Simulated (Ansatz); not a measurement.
Calculated with Ansatz (gas phase, PBE0-D4/def2-TZVP geometries, no zero-point term in ΔE). CBS: MP2 limit from def2 TZ/QZ plus the TZ coupled-cluster correction, frozen cores. This one scheme is used for every species. Functionals use def2-TZVPP. Each species was taken in one conformer, which may not be the lowest.

`BN[SiH2]Cl` + H₂O → `BN[SiH2]O` + HCl  (formal hydrolysis of the Si–Cl bond)

```
             level  ΔE (kJ/mol)  difference from CCSD(T)/CBS
           BLYP-D4         -1.4                         -3.1
         r2SCAN-D4          0.2                         -1.5
        r2SCANh-D4          0.6                         -1.1
          BHLYP-D4         -2.0                         -3.7
      CAM-B3LYP-D4         -6.0                         -7.7
           ωB97M-V         -0.4                         -2.1
               PBE          3.5                          1.8
              BLYP         -4.5                         -6.2
              PBE0          3.8                          2.1
             BHLYP         -5.2                         -6.9
RPA@PBE/def2-TZVPP         -6.4                         -8.1
       HF/def2-SVP          1.2                         -0.5
      MP2/def2-SVP         -1.9                         -3.6
  CCSD(T)/def2-SVP         -3.0                         -4.7
     HF/def2-TZVPP         -5.8                         -7.5
    MP2/def2-QZVPP          2.9                          1.2
       CCSD(T)/CBS          1.7                            0
```

Largest T1 diagnostic among the species: 0.012.

At CCSD(T), def2-SVP lies −4.7 kJ/mol from the extrapolated value and def2-TZVPP −5.5 kJ/mol. Leaving LDA and LC-ωPBE aside and taking each functional with its dispersion term where it has one, the values, not all of them listed here, spread over 12.8 kJ/mol, from CAM-B3LYP-D4 to revPBE-D4. LDA lies −6.0 kJ/mol from PBE without D4.
